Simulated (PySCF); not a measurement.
SiFBr, SMILES [Si](F)Br (connectivity only; charge and spin as stated), neutral, multiplicity 1.

Geometry optimised at ωB97X-D3(BJ)/def2-TZVP.

These are ωB97X-D3(BJ)/def2-TZVP in PySCF 2.14.0 values and carry that method's errors.

Frequencies are harmonic and unscaled.

| mode | ν (cm⁻¹) | IR (km/mol) | moving atoms (share of kinetic energy) |
|---|---|---|---|
| 1 | 227 | 1.5 | F 66 %, Br 22 %, Si 12 % |
| 2 | 435 | 137.7 | Si 78 %, Br 20 % |
| 3 | 860 | 147.3 | F 60 %, Si 40 % |
